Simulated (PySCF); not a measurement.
# Orbital picture of GaH⁺

PBE0 at R = 1.691 Å; basis Ga aug-cc-pVDZ-PP with ECP10, H aug-cc-pVDZ; scalar-relativistic core potentials; PySCF 2.14. State: ²Σ⁺ (doublet), unpaired electrons σ ↑. Only the outer orbitals are listed, counted within each symmetry, core potentials removing the inner ones.

```json
{"spin": "α", "orbital": "1δ", "occ.": "1", "ε (eV)": "-31.29", "on Ga (%)": "100", "main shells (%)": "100 Ga d"}
{"spin": "α", "orbital": "1δ", "occ.": "1", "ε (eV)": "-31.29", "on Ga (%)": "100", "main shells (%)": "100 Ga d"}
{"spin": "α", "orbital": "3σ", "occ.": "1", "ε (eV)": "-31.22", "on Ga (%)": "100", "main shells (%)": "100 Ga d"}
{"spin": "α", "orbital": "2π", "occ.": "1", "ε (eV)": "-31.17", "on Ga (%)": "100", "main shells (%)": "100 Ga d"}
{"spin": "α", "orbital": "2π", "occ.": "1", "ε (eV)": "-31.17", "on Ga (%)": "100", "main shells (%)": "100 Ga d"}
{"spin": "α", "orbital": "4σ", "occ.": "1", "ε (eV)": "-19.44", "on Ga (%)": "66", "main shells (%)": "62 Ga s, 34 H s"}
{"spin": "α", "orbital": "5σ", "occ.": "1", "ε (eV)": "-14.65", "on Ga (%)": "68", "main shells (%)": "34 Ga p, 32 Ga s, 32 H s"}
{"spin": "α", "orbital": "3π", "occ.": "0", "ε (eV)": "-8.42", "on Ga (%)": "97", "main shells (%)": "97 Ga p"}
{"spin": "α", "orbital": "3π", "occ.": "0", "ε (eV)": "-8.42", "on Ga (%)": "97", "main shells (%)": "97 Ga p"}
{"spin": "α", "orbital": "6σ", "occ.": "0", "ε (eV)": "-5.07", "on Ga (%)": "69", "main shells (%)": "49 Ga p, 23 H s, 18 Ga d"}
{"spin": "β", "orbital": "1δ", "occ.": "1", "ε (eV)": "-31.23", "on Ga (%)": "100", "main shells (%)": "100 Ga d"}
{"spin": "β", "orbital": "1δ", "occ.": "1", "ε (eV)": "-31.23", "on Ga (%)": "100", "main shells (%)": "100 Ga d"}
{"spin": "β", "orbital": "2π", "occ.": "1", "ε (eV)": "-31.09", "on Ga (%)": "100", "main shells (%)": "100 Ga d"}
{"spin": "β", "orbital": "2π", "occ.": "1", "ε (eV)": "-31.09", "on Ga (%)": "100", "main shells (%)": "100 Ga d"}
{"spin": "β", "orbital": "3σ", "occ.": "1", "ε (eV)": "-31.07", "on Ga (%)": "100", "main shells (%)": "100 Ga d"}
{"spin": "β", "orbital": "4σ", "occ.": "1", "ε (eV)": "-18.09", "on Ga (%)": "87", "main shells (%)": "80 Ga s, 14 H s"}
{"spin": "β", "orbital": "5σ", "occ.": "0", "ε (eV)": "-10.70", "on Ga (%)": "69", "main shells (%)": "46 Ga p, 31 H s, 20 Ga s"}
{"spin": "β", "orbital": "3π", "occ.": "0", "ε (eV)": "-7.99", "on Ga (%)": "98", "main shells (%)": "98 Ga p"}
{"spin": "β", "orbital": "3π", "occ.": "0", "ε (eV)": "-7.99", "on Ga (%)": "98", "main shells (%)": "98 Ga p"}
```

Q: Which are the highest filled and the lowest empty level, where do they sit, and how wide is the gap?

A: Highest filled α 5σ at -14.65 eV (in %: 34 Ga p, 32 Ga s, 32 H s); lowest empty β 5σ at -10.70 eV (in %: 46 Ga p, 31 H s, 20 Ga s); the gap at PBE0 is 3.95 eV.

The bond order (Mayer) is 0.68, the ⟨S²⟩ is 0.763 and the charge on Ga (Mulliken, basis-dependent) is 0.80. The charge on Ga (Löwdin, basis-dependent) is 1.09. The dipole moment (positive dipole points towards H; it is taken about the centre of mass and depends on that origin) is 0.46 D. The polarisability along the bond is 28.9 bohr³. The polarisability across the bond is 19.4 bohr³.

Spin–orbit coupling is left out. The state was picked by a PBE0 search and need not be the measured ground state.
